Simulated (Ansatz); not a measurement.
Cost and result for the atomization energy of BClH₆O₂Si₂, SMILES `[SiH3]OB(Cl)O[SiH3]` (12 atoms, 11 bonds).

Z-matrix (Å, degrees):
```
Si
O 1 1.659
H 1 1.483 2 110.0
H 1 1.480 2 106.0 3 119.2
H 1 1.483 2 110.0 3 -121.5
B 2 1.343 1 133.2 3 60.7
O 6 1.343 2 121.0 1 -180.0
Cl 6 1.793 2 119.5 1 0.0
Si 7 1.659 6 133.2 2 -180.0
H 9 1.483 7 110.0 6 60.6
H 9 1.483 7 110.0 6 -60.9
H 9 1.480 7 106.0 6 179.8
```

Total charge 0; spin multiplicity 1. Geometry: relaxed with PBE0-D4/def2-TZVP. It is one conformer, not always the lowest. Program: Ansatz. All runs use 4 threads of an Arm Neoverse V2 on a shared host. Times are those of one run each, without the atoms' runs, and a repeat can differ threefold. Electronic energies, without spin–orbit coupling; frozen cores. CCSD(T)/CBS adds CCSD(T) − MP2 in def2-TZVPP to the MP2 limit, and its time is that of the two runs behind it. T1 = 0.012. B3LYP takes the VWN-RPA correlation (the form of Gaussian; ORCA's B3LYP/G). HSE06 is the plane-wave form, built on full-range PBE exchange.

CCSD(T)/CBS is a level of theory with its own doubt, some kJ/mol a heavy atom from the limit and from the frozen cores, so smaller differences don't rank the functionals.

```
                             level  functions  wall time
                BLYP-D4/def2-TZVPP        303      3.2 s
               HSE06-D4/def2-TZVPP        303      6.5 s
               BHLYP-D4/def2-TZVPP        303      6.5 s
r2SCAN-D4/def2-TZVPP (with forces)        303      8.5 s
 B3LYP-D4/def2-TZVPP (with forces)        303      9.5 s
                 B2PLYP/def2-TZVPP        303       10 s
             r2SCANh-D4/def2-TZVPP        303       10 s
                  CCSD(T)/def2-SVP        126       12 s
                 B97M-V/def2-TZVPP        303       13 s
  ωB97M-V/def2-TZVPP (with forces)        303       21 s
                    MP2/def2-QZVPP        561       41 s
                CCSD(T)/def2-TZVPP        303    7.8 min
                 CCSD(T)/CBS(def2)          –    8.5 min
```

(1) What atomization energy does each give, and how far from CCSD(T)/CBS? (Best estimate.)

Results:

(1) Computed: 
```csv
level,atomization (kcal/mol),difference from CCSD(T)/CBS,per bond
BLYP-D4/def2-TZVPP,1053.0,-10.3,-0.9
HSE06-D4/def2-TZVPP,1050.6,-12.7,-1.2
BHLYP-D4/def2-TZVPP,1037.5,-25.8,-2.3
r2SCAN-D4/def2-TZVPP (with forces),1065.5,2.2,0.2
B3LYP-D4/def2-TZVPP (with forces),1058.3,-5.0,-0.4
B2PLYP/def2-TZVPP,1049.5,-13.8,-1.3
r2SCANh-D4/def2-TZVPP,1059.1,-4.2,-0.4
CCSD(T)/def2-SVP,996.0,-67.3,-6.1
B97M-V/def2-TZVPP,1067.6,4.3,0.4
ωB97M-V/def2-TZVPP (with forces),1066.2,2.9,0.3
MP2/def2-QZVPP,1073.6,10.3,0.9
CCSD(T)/def2-TZVPP,1034.7,-28.6,-2.6
CCSD(T)/CBS(def2),1063.3,0.0,0.0
```

Leaving LDA and LC-ωPBE aside and taking each functional with its dispersion term where it has one, the values spread over 30.1 kcal/mol, from BHLYP-D4 to B97M-V. LDA lies +138.8 kcal/mol from PBE without D4, its usual overbinding. The D4 term adds +11.9 kcal/mol with B3LYP and +6.3 kcal/mol with PBE0; it sums over pairs of atoms, weighted by their polarisabilities, and B3LYP, whose exchange is more repulsive, gets the larger term. At CCSD(T), def2-SVP lies −67.3 kcal/mol from the extrapolated value and def2-TZVPP −28.6 kcal/mol: correlation converges slowly with the basis, and small sets miss more of it in the bonded molecule than in its fragments.
